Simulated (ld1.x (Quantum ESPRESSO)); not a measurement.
## caesium (Cs): excitation energies, all-electron against RRKJ

| Property | Result |
| --- | --- |
| Element | caesium (Cs) |
| Generator | ld1.x (Quantum ESPRESSO) 7.5 |
| Type | norm-conserving RRKJ (Kleinman–Bylander form) |
| Functional | LDA (PZ) |
| Relativity | scalar-relativistic |
| Frozen core | [Kr] 4d10 |
| Valence charge | 9 |
| Reference configuration | 5s2 5p6 5d0 6s0.5 6p0.5 |
| Partial waves | 5s (bound): rc 2.70 bohr; 5p (bound): rc 2.80 bohr; 5d (bound, empty): rc 4.20 bohr |
| Local potential | all-electron potential smoothed inside 4.05 bohr (lloc = -1) |
| Core correction | Bessel-smoothed model core, default radius (core density twice the valence density) |

Occupied shells without a wave of their own: 6p, 6s. They enter only through the test configuration that unscreens the potential, and ld1.x also counts them in the model core charge.

Energies are relative to the spin-unpolarised reference configuration 5s2 5p6 5d0 6s0.5 6p0.5; without spin polarisation the order of configurations can differ from experiment. Spin-polarised rows fill each open shell by Hund’s rule, majority spin first.

ld1.x takes every shell without a wave as core, so the model core holds the 6p, 6s electrons as well and exchange and correlation see them twice. This cancels in the reference configuration, but the file is broken for other ones, and its errors say nothing about a proper core correction.

```tsv
valence configuration	charge	ΔE all-electron (eV)	error AE − PS (meV)
5s2 5p6 5d0 6s1 6p0	0	-0.727	+18
5s2 5p6 5d0 6s0 6p0	+1	3.272	-217
5s2 5p6 5d0 6s0.5 6p0	+0.5	0.827	-36
5s2 5p6 5d0 6s0 6p1	0	0.748	-49
5s1 5p6 5d0 6s1 6p0	+1	31.157	+58
5s2 5p6 5d0.5 6s0.5 6p0	0	0.140	+2.5
5s2 5p6 5d1 6s0 6p0	0	0.994	-25
5s2 5p6 5d0 6s0.5 6p0.5 (spin-polarised)	0	-0.087	-28
5s2 5p6 5d0 6s1 6p0 (spin-polarised)	0	-0.835	-13
```
